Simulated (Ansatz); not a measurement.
Stepwise reaction of `[NH]=[V]([NH2])([NH2])[OH]` with water, as a gas-phase model of exchange steps in deposition or etching. ΔE in kJ/mol.

Isolated molecules relaxed with PBE0-D4/def2-TZVP in Ansatz; ΔE leaves out vibrations. CCSD(T)/CBS is the MP2 limit (def2-TZVPP, def2-QZVPP) plus CCSD(T) − MP2 in def2-TZVPP, frozen cores. This one scheme is used for every species. DFT in def2-TZVPP. B3LYP here is the variant with VWN-RPA as its local correlation; programs differ in this. For V outer-core shells are correlated without core-valence functions, which leaves a few kJ/mol of doubt a bond. Scalar relativity is left out up to krypton. One conformer a species, not always the lowest.

```json
{"step": "1", "reaction": "`[NH]=[V]([NH2])([NH2])[OH]` + H₂O → `[NH]=[V]([NH2])([OH])[OH]` + NH₃", "PBE-D4": "-52.7", "B3LYP-D4": "-51.9", "ωB97M-V": "-51.5", "CCSD(T)/CBS": "-45.4"}
{"step": "2", "reaction": "`[NH]=[V]([NH2])([OH])[OH]` + H₂O → `[NH]=[V]([OH])([OH])[OH]` + NH₃", "PBE-D4": "-34.6", "B3LYP-D4": "-33.5", "ωB97M-V": "-33.0", "CCSD(T)/CBS": "-25.9"}
```

Task: By hand: ΔE of the 2 steps together at CCSD(T)/CBS.

Result: (-45.4) + (-25.9) = -71.3 kJ/mol, or -35.6 kJ/mol a step.

In ΔE each step is higher than the one before. All are downhill at CCSD(T)/CBS. PBE-D4 differs from CCSD(T)/CBS by -8.7 to -7.3 kJ/mol a step. Isolated molecules leave out the surface, adducts and barriers. Largest T1 diagnostic: 0.030.
